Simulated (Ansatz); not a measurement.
`[F][Sn]([F])[SH]` radical, one more setting.

```yaml
crystal:
  periodic: [false, false, false]
  atoms:
    - {symbol: F, position_ang: [-0.175516, -1.777615, 1.444551]}
    - {symbol: Sn, position_ang: [0.261817, -0.012935, 0.831912]}
    - {symbol: F, position_ang: [1.933081, -0.262634, -0.085357]}
    - {symbol: S, position_ang: [-1.412682, 0.560561, -0.823363]}
    - {symbol: H, position_ang: [-0.556901, 1.418924, -1.409143]}
basis:
  gaussian: {orbitals: def2-TZVP}
magnetization: {spin_polarized: true, initial_magnetization: 1}
hamiltonian: {xc: {name: wB97X-V}, pseudopotentials: {relativity: none}}
output: {forces: true}
```

```sh
$ ansatz run in.yaml --threads 4 --pin off --events-out ev --progress --plain --max-ram 10444MiB
```

It prints (some lines left out):

```
Functional definition: wB97X-V
1059 factors; their error is unknown
202 factors; integrals over basis functions are off by at most 1.6e-5 eV
mean field evaluation 1: about -22112.7034 eV, gradient 3.7e1 eV
mean field evaluation 2: about -22109.3731 eV, gradient 5.5e1 eV
mean field evaluation 4: about -22117.5083 eV, gradient 1.4e0 eV
mean field evaluation 8: about -22117.5295 eV, gradient 8.0e-2 eV
mean field evaluation 16: about -22117.6080 eV, gradient 1.8e-3 eV
mean field -22117.60798761 eV, -812.8071016914 hartree, gradient 8.7e-5 eV, S^2 0.759910; 0 other end points of the search recorded, 0 dependent functions left out
reference -22117.60798587 eV, -812.8071016275 hartree; 29, 28 occupied and 126, 127 virtual orbitals, 1059 factors
Total energy: -22117.60798587 eV, -812.8071016275 hartree
Atom 0 at    -0.175516    -1.777615     1.444551 Å, force     0.016891     0.041122    -0.015090 eV/Å
Atom 1 at     0.261817    -0.012935     0.831912 Å, force    -0.089790    -0.015386    -0.105891 eV/Å
Atom 2 at     1.933081    -0.262634    -0.085357 Å, force    -0.048179     0.002878     0.021033 eV/Å
Atom 3 at    -1.412682     0.560561    -0.823363 Å, force     0.184821     0.015558     0.080012 eV/Å
Atom 4 at    -0.556901     1.418924    -1.409143 Å, force    -0.063743    -0.044173     0.019936 eV/Å
Dipole moment:    -0.169601     0.654369     0.099945 e Å
```

It took 6.5 s on 4 threads of an Intel Xeon on a shared host, with 0.65 GiB of host memory at the peak.
